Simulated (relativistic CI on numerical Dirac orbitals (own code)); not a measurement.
Computed by Dirac-Coulomb-Breit CI, separate exchange-only KLI orbitals for each configuration, QED by a radiative potential, unscaled Slater integrals (own radial code, finite nucleus).

The strongest absorption lines from the ground level of an ion, among the configurations computed and to levels below about 887 eV (vacuum wavelength in nm, gf): 1.9563 (0.77), 2.6573 (0.029), 2.6596 (0.022), 2.8820 (0.013), 3.0453 (0.013), 3.0843 (0.9), 3.1584 (1.2), 3.2160 (0.28).

Q: Which ion is it?
A. Ta LV
B. Tb XLV
C. Tm XLIX
D. Ta LIII

A: D. Ta LIII has 21 electrons and the ground level 3s²3p⁶3d³ ⁴F3/2; the strongest line goes to 3s²3p⁵3d⁴ ⁴G°5/2. The pattern of lines fixes the number of electrons, and along that sequence the line energies rise steadily with the charge (about as its square where n changes within one kind of shell, about linearly where n is kept but much faster in heavy ions where fine structure, which grows about as Z⁴, sets the gap, and irregularly where shells cross), which fixes Z. Configurations outside the model, such as inner-shell arrays, can give stronger lines. At this charge energies of transitions that change n are usually good to better than 1 %, and those within a shell (Δn = 0) to a few per cent.

LS names give the leading component of a level, which can be under half, so a name can repeat, a term be missing and a line seem to break the LS rules.
